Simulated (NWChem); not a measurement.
The numbers come from NWChem runs, not from measurements. System: HNaO, charge 0, spin multiplicity 1, at a geometry optimised with B3LYP/def2-SVP. The structure started from a generated list of species. Level: RHF/def2-TZVP.

Output (cleaned and shortened):

```
             Northwest Computational Chemistry Package (NWChem) 7.3.0
             --------------------------------------------------------

                                NWChem Input Module
                                -------------------

 Scaling coordinates for geometry "geometry" by  1.889725989
 (inverse scale =  0.529177249)

 Turning off AUTOSYM since
 SYMMETRY directive was detected!

                             Geometry "geometry" -> ""
                             -------------------------

 Output coordinates in angstroms (scale by  1.889725989 to convert to a.u.)

  No.       Tag          Charge          X              Y              Z
 ---- ---------------- ---------- -------------- -------------- --------------
    1 Na                  11.0000     0.42467100    -0.80425900     0.00000000
    2 O                    8.0000    -0.44252200     0.90852100     0.00000000
    3 H                    1.0000    -1.13121200     1.57868200     0.00000000

 Effective nuclear repulsion energy (a.u.)      30.7073249509

            Nuclear Dipole moment (a.u.)
            ----------------------------
        X                 Y               Z
 ---------------- ---------------- ----------------
    -0.0000132281     0.0000018897     0.0000000000

      Symmetry information
      --------------------

 Group name             Cs
 Group number              2
 Group order               2
 No. of unique centers     3

      Symmetry unique atoms

     1    2    3


 Summary of "ao basis" -> "" (spherical)
 ------------------------------------------------------------------------------
       Tag                 Description            Shells   Functions and Types
 ---------------- ------------------------------  ------  ---------------------
 *                         def2-tzvp                  on all atoms

 Summary of "ao basis" -> "ao basis" (spherical)
 ------------------------------------------------------------------------------
       Tag                 Description            Shells   Functions and Types
 ---------------- ------------------------------  ------  ---------------------
 Na                        def2-tzvp                12       32   5s4p3d
 O                         def2-tzvp                11       31   5s3p2d1f
 H                         def2-tzvp                 4        6   3s1p

                                 NWChem SCF Module
                                 -----------------
[...]
    5   -1.4936
    6   -1.4936
    7   -1.1221
    8   -0.4913
    9   -0.3360
   10   -0.3350
   11   -0.0038
   12    0.0588
   13    0.0597
   14    0.0796
   15    0.1160
   16    0.2350
   17    0.2360
   18    0.2508
   19    0.2826
   20    0.2889

                       ROHF Final Molecular Orbital Analysis
                       -------------------------------------

 Vector    8  Occ=2.000000D+00  E=-4.913258D-01  Symmetry=a'
              MO Center= -5.1D-01,  9.6D-01,  1.2D-14, r^2= 8.5D-01
   Bfn.  Coefficient  Atom+Function         Bfn.  Coefficient  Atom+Function
  ----- ------------  ---------------      ----- ------------  ---------------
    39     -0.266785  2 O  py                38      0.252543  2 O  px
    42     -0.237820  2 O  py                65     -0.224733  3 H  s
    41      0.220369  2 O  px                37      0.194146  2 O  s
    64     -0.160618  3 H  s

 Vector    9  Occ=2.000000D+00  E=-3.359845D-01  Symmetry=a'
              MO Center= -4.5D-01,  8.9D-01, -3.5D-14, r^2= 8.4D-01
   Bfn.  Coefficient  Atom+Function         Bfn.  Coefficient  Atom+Function
  ----- ------------  ---------------      ----- ------------  ---------------
    38      0.312199  2 O  px                39      0.302969  2 O  py
    41      0.274741  2 O  px                42      0.269894  2 O  py
    44      0.249611  2 O  px                45      0.249193  2 O  py

 Vector   10  Occ=2.000000D+00  E=-3.349557D-01  Symmetry=a"
              MO Center= -4.4D-01,  8.9D-01,  2.4D-14, r^2= 8.4D-01
   Bfn.  Coefficient  Atom+Function         Bfn.  Coefficient  Atom+Function
  ----- ------------  ---------------      ----- ------------  ---------------
    40      0.434902  2 O  pz                43      0.384669  2 O  pz
    46      0.352576  2 O  pz

 Vector   11  Occ=0.000000D+00  E=-3.750391D-03  Symmetry=a'
              MO Center=  1.2D+00, -2.2D+00, -7.7D-14, r^2= 9.1D+00
   Bfn.  Coefficient  Atom+Function         Bfn.  Coefficient  Atom+Function
  ----- ------------  ---------------      ----- ------------  ---------------
     5      0.929689  1 Na s                 13     -0.433315  1 Na py
    12      0.221143  1 Na px

 Vector   12  Occ=0.000000D+00  E= 5.876957D-02  Symmetry=a'
              MO Center=  2.8D-01, -1.1D+00, -7.4D-14, r^2= 1.3D+01
   Bfn.  Coefficient  Atom+Function         Bfn.  Coefficient  Atom+Function
  ----- ------------  ---------------      ----- ------------  ---------------
    12      1.027716  1 Na px                13      0.369759  1 Na py

 Vector   13  Occ=0.000000D+00  E= 5.965493D-02  Symmetry=a"
              MO Center=  5.3D-01, -1.0D+00, -1.0D-14, r^2= 1.3D+01
   Bfn.  Coefficient  Atom+Function         Bfn.  Coefficient  Atom+Function
  ----- ------------  ---------------      ----- ------------  ---------------
    14      1.084935  1 Na pz

 center of mass
 --------------
 x =   0.07300136 y =  -0.11184573 z =   0.00000000

 moments of inertia (a.u.)
 ------------------
         108.719482884311          57.104972571454           0.000000000000
          57.104972571454          30.383660019744           0.000000000000
           0.000000000000           0.000000000000         139.103142904054

  Mulliken analysis of the total density
  --------------------------------------

    Atom       Charge   Shell Charges
 -----------   ------   -------------------------------------------------------
    1 Na  11    10.19   2.00  0.67  1.33  0.04 -0.00  5.08  0.91  0.04  0.06  0.00  0.02  0.05
    2 O    8     9.09   0.79  1.18  0.56  0.91  0.42  1.84  2.01  1.36  0.00  0.01  0.00
    3 H    1     0.71   0.25  0.35  0.06  0.05

       Multipole analysis of the density wrt the origin
       ------------------------------------------------

     L   x y z        total         open         nuclear
     -   - - -        -----         ----         -------
     0   0 0 0     -0.000000      0.000000     20.000000

     1   1 0 0      1.023888      0.000000     -0.000013
     1   0 1 0     -2.392015      0.000000      0.000002
     1   0 0 1      0.000000      0.000000      0.000000

     2   2 0 0     -7.098724      0.000000     17.248406
     2   1 1 0     -2.299446      0.000000    -31.279483
     2   1 0 1      0.000000      0.000000      0.000000
     2   0 2 0     -6.252301      0.000000     57.889374
     2   0 1 1     -0.000000      0.000000      0.000000
     2   0 0 2     -8.974641      0.000000      0.000000

 Task  times  cpu:        0.4s     wall:        0.4s

 Total times  cpu:        0.4s     wall:        0.4s
```

### Question
Write an NWChem input that would produce this output.

### Answer
This is not unique; one that fits is 
```
start mol
memory heap 200 mb stack 900 mb global 1100 mb
geometry units angstroms nocenter noautoz
  Na     0.424671    -0.804259     0.000000
  O     -0.442522     0.908521     0.000000
  H     -1.131212     1.578682     0.000000
  symmetry group Cs
end
basis spherical
  * library def2-tzvp
end
scf
  rhf
  nopen 0
  maxiter 100
  thresh 1e-7
  semidirect memsize 60000000 filesize 0
end
task scf energy
```
